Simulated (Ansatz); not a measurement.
One change: `CC[SiH2][SbH2]` becomes `CC[SiH2][TeH]`.

Ansatz, PBE0-D4/def2-TZVP geometries, multiplicity 1. Each molecule was computed in one conformer, which needn't be the lowest.

Elements past krypton have def2 core potentials.

```
                                      property  `CC[SiH2][SbH2]`
            LUMO energy (PBE0/def2-TZVPP) / eV             -0.29
           HOMO–LUMO gap (PBE/def2-TZVPP) / eV              4.98
size of the dipole moment (PBE/def2-TZVPP) / D              1.19
           LUMO energy (B3LYP/def2-TZVPP) / eV             -0.51
          HOMO–LUMO gap (PBE0/def2-TZVPP) / eV              6.68
       HOMO–LUMO gap (ωB97M-V/def2-TZVPP) / eV             10.27
```

(1) Give the same properties after the change, and the shifts. (An estimate is asked.)

Results:

(1) Ansatz gave: 
```tsv
property	`CC[SiH2][TeH]`	shift
LUMO energy (PBE0/def2-TZVPP) / eV	-0.46	-0.17
HOMO–LUMO gap (PBE/def2-TZVPP) / eV	4.10	-0.88
size of the dipole moment (PBE/def2-TZVPP) / D	1.45	0.26
LUMO energy (B3LYP/def2-TZVPP) / eV	-0.69	-0.18
HOMO–LUMO gap (PBE0/def2-TZVPP) / eV	5.94	-0.74
HOMO–LUMO gap (ωB97M-V/def2-TZVPP) / eV	9.81	-0.46
```

With PBE0 the HOMO rises by 0.58 eV and the LUMO falls by 0.17 eV, so the gap narrows by about 0.75 eV. PBE moves the HOMO by 0.65 eV and ωB97M-V by 0.49 eV. Dipoles are sizes alone; their direction can turn.

B3LYP here is the variant with VWN-RPA as its local correlation; programs differ in this.

Spin–orbit coupling is left out; it splits and shifts lone-pair levels of the heavy atoms by tenths of an eV.
